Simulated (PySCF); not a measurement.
Species: BeMeF, CH3BeF.
SMILES: `[CH3][Be][F]`

The closed-shell ground state was solved at several levels (PySCF, density fitting, gas phase, non-relativistic). Isolated species at its PBE0-D3(BJ)/def2-SVP geometry, gas phase.

| level | basis functions | HOMO (eV) | LUMO (eV) | gap (eV) | dipole (D) |
| --- | --- | --- | --- | --- | --- |
| PBE0/pcSseg-1 | 61 | -9.03 | 0.41 | 9.44 | 1.39 |
| CAM-B3LYP/def2-SVPD | 79 | -10.50 | 0.61 | 11.11 | 1.38 |
| wB97X-D/pcSseg-1 | 61 | -10.99 | 2.14 | 13.13 | 1.39 |

**Question.** What might B3LYP/pcJ-1 (95 basis functions) give for the same quantities?

**Answer.** HOMO -8.76 eV, LUMO 0.20 eV, gap 8.96 eV, dipole 1.34 D.

**Question.** Over all these levels, which gives the widest orbital gap and which the narrowest?

**Answer.** wB97X-D/pcSseg-1 (range-separated hybrid) has the widest, 13.13 eV, and B3LYP/pcJ-1 (global hybrid, 20 % exact exchange) the narrowest, 8.96 eV. Functional and basis both differ between the two, so the spread mixes both effects.

**Question.** How far do the dipole and the HOMO energy spread over the levels?

**Answer.** The dipole runs from 1.34 to 1.39 D (mean 1.37 D) and the HOMO from -10.99 to -8.76 eV.
